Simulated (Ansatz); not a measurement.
Start from `CO[SiH2]S[SiH2]F` and change one atom or group to get `N[SiH2]S[SiH2]F`.

Ansatz, PBE0-D4/def2-TZVP geometries, multiplicity 1. Each molecule was computed in one conformer, which needn't be the lowest.

```csv
property,`CO[SiH2]S[SiH2]F`
HOMO–LUMO gap (PBE/def2-TZVPP) / eV,5.25
HOMO energy (PBE/def2-TZVPP) / eV,-6.51
HOMO energy (B3LYP/def2-TZVPP) / eV,-7.48
HOMO–LUMO gap (PBE0/def2-TZVPP) / eV,7.34
size of the dipole moment (PBE/def2-TZVPP) / D,1.22
LUMO energy (PBE/def2-TZVPP) / eV,-1.26
```

Q: What does the change do to each property? (An estimate is asked.)

A: Computed: 
| property | `N[SiH2]S[SiH2]F` | shift |
| --- | --- | --- |
| HOMO–LUMO gap (PBE/def2-TZVPP) / eV | 5.36 | 0.11 |
| HOMO energy (PBE/def2-TZVPP) / eV | -6.34 | 0.17 |
| HOMO energy (B3LYP/def2-TZVPP) / eV | -7.37 | 0.11 |
| HOMO–LUMO gap (PBE0/def2-TZVPP) / eV | 7.49 | 0.15 |
| size of the dipole moment (PBE/def2-TZVPP) / D | 2.61 | 1.39 |
| LUMO energy (PBE/def2-TZVPP) / eV | -0.98 | 0.28 |

With PBE0 the HOMO rises by 0.11 eV and the LUMO rises by 0.25 eV, so the gap widens by about 0.14 eV. PBE moves the HOMO by 0.17 eV and ωB97M-V by 0.06 eV. Dipoles are sizes alone; their direction can turn.

B3LYP here is the variant with VWN-RPA as its local correlation; programs differ in this.
